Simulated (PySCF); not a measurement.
Au: ionisation energy

Au [Xe] 4f14 5d10 6s1 (2S) → Au⁺ [Xe] 4f14 5d10 (1S), as a difference of total energies. Calculation: PySCF 2.14, in def2-QZVPPD with the def2 core potential (60 electrons) (7s5p4d4f2g, 88 functions); scalar relativity through the core potential. Correlated levels: valence: 5s2 5p6 frozen; valence and next inner shell: nothing frozen outside the core potential. The calculations carry no spin-orbit coupling.

```tsv
method	ionisation energy (eV)
UHF	7.686
LDA	9.892
PBE	9.533
PBE0	9.216
r2SCAN	9.491
PW91	9.603
CAM-B3LYP	9.240
BHandHLYP	8.909
BLYP	9.510
MP2 (valence)	9.136
SCS-MP2 (valence)	8.941
MP2 (valence and next inner shell)	9.324
SCS-MP2 (valence and next inner shell)	9.075
```

Question: How much does correlation contribute at MP2 (valence and next inner shell)?

Answer: 9.324 − (7.686) = 1.638 eV, measured against UHF.

Errors of the correlated levels include the incompleteness of this basis and the frozen core.

For comparison: 9.226 eV (measured; NIST Atomic Spectra Database, ionization energies).
